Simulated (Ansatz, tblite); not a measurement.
Spin states of Pb2O⁺ (the lowest doublet isomer of a short search), each relaxed with PBE-D4/def2-TZVP in Ansatz. Electronic energies in the gas phase.

In the def2 sets Pb takes a core potential; there is no spin–orbit coupling. The xTB rows come from tblite. LC-ωPBE has ω = 0.4 bohr⁻¹. B3LYP takes the VWN-RPA correlation. Correlated methods freeze 9 core orbitals; core or outer-core shells of Pb are correlated, in sets that lack core-valence functions. In CCSD on the charge 1 quartet the largest single amplitude is 0.18, so its Hartree–Fock determinant may place the open shell otherwise than the density functionals do. The structure comes from a short search, and lower isomers may exist.

Doublet geometry (C2v within 0.1 Å):

Cartesian coordinates in Å:
```
Pb -1.2823 1.1145 -0.3232
Pb 1.5243 -0.3971 0.7140
O -0.2420 -0.7174 -0.3909
```

Quartet geometry (C2v within 0.1 Å):

```csv
atom,x (Å),y (Å),z (Å)
Pb1,0.892,-0.670,-1.254
Pb2,0.208,1.132,1.222
O3,-1.099,-0.462,0.033
```

⟨S²⟩: doublet 0.75 at PBE0-D4/def2-TZVP (pure 0.75), quartet 3.76 at PBE0-D4/def2-TZVP (pure 3.75).

Only these spin states were relaxed.

```tsv
level	quartet − doublet (kcal/mol)	lowest of these
GFN1-xTB	100.9	doublet
HF/def2-TZVP	29.2	doublet
LC-ωPBE/def2-TZVP	62.9	doublet
RPA@PBE/def2-TZVP	60.5	doublet
MP2/def2-TZVPP	79.5	doublet
CCSD(T)/def2-TZVPP	65.9	doublet
```

Q: Estimate the rows for HF/def2-TZVPP, BLYP-D4/def2-TZVP, B3LYP-D4/def2-TZVP, PBE0-D4/def2-TZVP, MP2/def2-TZVP, CCSD/def2-TZVPP.

A: 
```json
{"level": "HF/def2-TZVPP", "quartet − doublet (kcal/mol)": "29.2", "lowest of these": "doublet"}
{"level": "BLYP-D4/def2-TZVP", "quartet − doublet (kcal/mol)": "64.9", "lowest of these": "doublet"}
{"level": "B3LYP-D4/def2-TZVP", "quartet − doublet (kcal/mol)": "61.2", "lowest of these": "doublet"}
{"level": "PBE0-D4/def2-TZVP", "quartet − doublet (kcal/mol)": "59.4", "lowest of these": "doublet"}
{"level": "MP2/def2-TZVP", "quartet − doublet (kcal/mol)": "79.5", "lowest of these": "doublet"}
{"level": "CCSD/def2-TZVPP", "quartet − doublet (kcal/mol)": "61.4", "lowest of these": "doublet"}
```

The xTB methods have no term that favours high spin, so they put low spin too low.
